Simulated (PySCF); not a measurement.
**Where the electron goes**

Species: 2,4-difluoropyridine, C5H3F2N.
Cartesian coordinates in Å at the PBE0-D3(BJ)/def2-SVP level; atoms count from 1:
```
atom  x, y, z in Å
F1    -0.8006    2.0020   -1.2200
C2    -0.3810    0.9315   -0.5659
C3    -1.2529   -0.1335   -0.3494
C4    -0.7487   -1.2275    0.3448
N5     0.5014   -1.3023    0.8026
C6     1.2859   -0.2796    0.5769
F7     2.5228   -0.3668    1.0367
C8     0.9244    0.8834   -0.1032
H9    -2.2799   -0.0972   -0.7132
H10   -1.3910   -2.0922    0.5426
H11    1.6251    1.7030   -0.2604
```

Method used: TDDFT CAM-B3LYP/def2-SVPD, vertical, gas phase, core orbitals frozen in the response in PySCF 2.14.0, density-fitted response routines.

Kohn–Sham orbitals with the atoms that hold most of them (Löwdin shares over 4%, at most four atoms; ? is withheld):

```csv
orbital,ε (eV),atoms
HOMO-3,-12.72,"F1 27%, C3 17%, C2 17%, C8 11%"
HOMO-2,-9.93,"N5 62%, C4 11%, C6 10%, C3 5%"
HOMO-1,-9.92,"N5 22%, C2 21%, C8 18%, F1 13%"
HOMO,-9.29,"C3 24%, C4 17%, C8 16%, C6 16%"
LUMO,?,?
LUMO+1,0.29,"C6 23%, C3 19%, C2 16%, N5 13%"
LUMO+2,1.41,"C3 18%, C4 16%, C2 16%, C8 12%"
```

(1) Give the leading atoms of the LUMO.

(2) What is the LUMO energy, and the HOMO–LUMO gap?

Answers

(1) C4 (bonded to C, N and H) 24%; C8 (bonded to 2 C and H) 18%; C2 (bonded to 2 C and F) 17%; N5 (bonded to 2 C) 15%. By element: carbon 59% or more, nitrogen 15%.

(2) ε(LUMO) = -0.14 eV; the gap is 9.15 eV (0.3362 hartree).

**Question.** How does S1 compare with the orbital gap of 9.15 eV?

**Answer.** S1 is at 5.66 eV (f = 0.031), 3.49 eV below the gap, made of HOMO→LUMO (60%), HOMO-1→LUMO+1 (19%), HOMO→LUMO+1 (11%). Without the coupling terms of the response equations the lowest excitation would equal the gap.

Next come S2 at 5.71 eV (f 0.0026), HOMO-2→LUMO (98%); S3 at 6.11 eV (f 0.0010), HOMO-2→LUMO+1 (98%); S4 at 6.44 eV (f 0.027), HOMO→LUMO+1 (46%), HOMO-1→LUMO (32%), HOMO→LUMO (18%); S5 at 7.29 eV (f 0.480), HOMO-1→LUMO (42%), HOMO→LUMO+1 (34%), HOMO-1→LUMO+1 (16%).

The run took 3.1 min on Arm Neoverse V2, one thread, on a shared host.
